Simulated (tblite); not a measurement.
Q: What does the GFN2-xTB structure of `C#C[SiH2]/C(F)=C\C=O` look like in three dimensions?

A: 
```xyz
13
C5H5FOSi angstrom
C      2.4022    1.2348    1.0095
C      1.7974    0.2723    0.6167
Si     0.8974   -1.2292    0.0283
C     -0.5138   -0.6118   -1.1083
F     -0.4268   -1.0906   -2.3659
C     -1.5457    0.1903   -0.8290
C     -1.7389    0.7624    0.4912
O     -2.6618    1.4656    0.8144
H      2.9257    2.0818    1.3501
H      0.3131   -1.9572    1.1571
H      1.7657   -2.0550   -0.8103
H     -2.2793    0.4407   -1.5851
H     -0.9394    0.4965    1.2134
```

Any rigid rotation of these coordinates is as good. Atoms count from 1 in this order. Of the pairs four or more bonds apart, Si3···H13 is among the closest relative to their van der Waals radii: 2.78 Å, 84 % of the sum of Bondi's values. Si3 (SiH2 silicon) is distorted tetrahedral (angles from 106.2° to 113.5°). The 2 C–Si bonds span 1.847 Å (C2–Si3, drawn single) to 1.914 Å (Si3–C4, drawn single), a spread of 0.067 Å. The C–C distances run from 1.203 Å (C1≡C2, drawn triple) to 1.452 Å (C6–C7, drawn single), a spread of 0.249 Å.

Bonds between heavy atoms (Å): C1≡C2 1.203, C2–Si3 1.847, Si3–C4 1.914, C4–F5 1.349, C4=C6 1.336, C6–C7 1.452, C7=O8 1.204.

Computed geometry: GFN2-xTB, gas phase.

Point group: C1 (no symmetry element, even within 0.4 Å). Its GFN2-xTB frequencies are all real (lowest 34 cm⁻¹). One conformer, not necessarily the lowest (C2–Si3–C4–F5 120°, C4–C6–C7–O8 -178°).

The run took 0.85 s of wall time on one thread, Arm Neoverse N1 (aarch64), no GPU, shared host with 64 logical CPUs at a one-minute load of 61. These figures are those of the optimisation.
